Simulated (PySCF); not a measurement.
**Fractional electron number in Xe⁺ (xenon, charge +1)**

The 5p beta orbital of [Kr] 4d10 5s2 5p5 is emptied in steps (occupation f), with all orbitals relaxed, ending at [Kr] 4d10 5s2 5p4. Calculation: PySCF 2.14, in def2-TZVPPD with the def2 core potential (28 electrons); scalar relativity through the core potential. The exact energy is a straight line in f; departures are measured from the line between the end points of the same method.

| f | UHF (eV) | LDA (eV) | PBE (eV) | PBE0 (eV) | r2SCAN (eV) | LC-wPBE (eV) | BHandHLYP (eV) | wB97X (eV) | TPSS (eV) | B3LYP (eV) |
| --- | --- | --- | --- | --- | --- | --- | --- | --- | --- | --- |
| 1 | 0.000 | 0.000 | 0.000 | 0.000 | 0.000 | 0.000 | 0.000 | 0.000 | 0.000 | 0.000 |
| 0.8 | 0.124 | -0.743 | -0.717 | -0.510 | -0.666 | -0.065 | -0.322 | -0.147 | -0.701 | -0.570 |
| 0.6 | 0.182 | -1.117 | -1.075 | -0.764 | -0.988 | -0.096 | -0.486 | -0.230 | -1.049 | -0.856 |
| 0.4 | 0.179 | -1.119 | -1.074 | -0.762 | -0.973 | -0.093 | -0.489 | -0.244 | -1.046 | -0.858 |
| 0.2 | 0.117 | -0.746 | -0.715 | -0.507 | -0.639 | -0.060 | -0.329 | -0.174 | -0.694 | -0.573 |
| 0 | 0.000 | 0.000 | 0.000 | 0.000 | 0.000 | 0.000 | 0.000 | 0.000 | 0.000 | 0.000 |

```tsv
method	E(f=0) − E(f=1) (eV)	−ε at f=1 (eV)	−ε at f=0.4 (eV)
UHF	20.073	20.863	19.907
LDA	21.361	16.728	22.288
PBE	21.051	16.574	21.953
PBE0	21.103	17.910	21.749
r2SCAN	21.116	16.922	22.004
LC-wPBE	21.171	20.758	21.262
BHandHLYP	21.070	19.068	21.459
wB97X	21.141	20.258	21.267
TPSS	21.088	16.706	21.980
B3LYP	21.193	17.640	21.900
```

Orbital energy along the path (eV):

```tsv
f	UHF	LDA	PBE	PBE0	r2SCAN	LC-wPBE	BHandHLYP	wB97X	TPSS	B3LYP
1	-20.863	-16.728	-16.574	-17.910	-16.922	-20.758	-19.068	-20.258	-16.706	-17.640
0.8	-20.525	-18.565	-18.363	-19.193	-18.651	-20.932	-19.854	-20.560	-18.465	-19.050
0.6	-20.207	-20.421	-20.159	-20.474	-20.356	-21.101	-20.650	-20.891	-20.227	-20.471
0.4	-19.907	-22.288	-21.953	-21.749	-22.004	-21.262	-21.459	-21.267	-21.980	-21.900
0.2	-19.623	-24.159	-23.737	-23.010	-23.557	-21.408	-22.286	-21.727	-23.707	-23.337
0	-19.353	-26.024	-25.513	-24.259	-25.057	-21.522	-23.147	-22.321	-25.413	-24.782
```

Reference removal energy between the ground levels: 20.975 eV (semi-empirical (NIST evaluation); NIST Atomic Spectra Database, ionization energies). The calculation has no spin-orbit coupling. UHF lacks correlation.
